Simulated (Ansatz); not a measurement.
Reaction (ligand exchange at the Si–O bond): `O[SiH2]O[SiH2]F` + `O[Si](F)(Cl)Cl` → `O[SiH2]O[Si](F)(Cl)Cl` + `O[SiH2]F`

Calculated with Ansatz (gas phase, PBE0-D4/def2-TZVP geometries, no zero-point term in ΔE). CCSD(T)/CBS adds triple-zeta CCSD(T) − MP2 to the extrapolated MP2 energy (def2 sets, frozen cores). DFT in def2-TZVPP. B3LYP here is the variant with VWN-RPA as its local correlation; programs differ in this. One conformer a species, not always the lowest.

```tsv
level	ΔE (kcal/mol)	difference from CCSD(T)/CBS
PBE-D4	-1.0	-0.2
r2SCAN-D4	-0.7	0.1
PBE0-D4	-1.0	-0.2
B3LYP-D4	-1.3	-0.5
ωB97X-V	-0.8	0.0
ωB97M-V	-0.8	0.0
B2PLYP	-0.5	0.3
PBE	-0.4	0.4
r2SCAN	-0.4	0.4
PBE0	-0.3	0.5
B3LYP	-0.3	0.5
HF/def2-TZVPP	-0.3	0.5
MP2/def2-TZVPP	-0.9	-0.1
SCS-MP2/def2-TZVPP	-0.8	0.0
CCSD/def2-TZVPP	-0.8	0.0
CCSD(T)/def2-TZVPP	-0.9	-0.1
HF/def2-QZVPP	-0.3	0.5
MP2/def2-QZVPP	-0.9	-0.1
SCS-MP2/def2-QZVPP	-0.8	0.0
HF/CBS(def2)	-0.3	0.5
MP2/CBS(def2)	-0.9	-0.1
CCSD/CBS(def2)	-0.7	0.1
CCSD(T)/CBS	-0.8	0
```

Largest T1 diagnostic among the species: 0.012.

The D4 term adds −1.0 kcal/mol with B3LYP and −0.6 kcal/mol with PBE0; it sums over pairs of atoms, weighted by their polarisabilities, and B3LYP, whose exchange is more repulsive, gets the larger term.
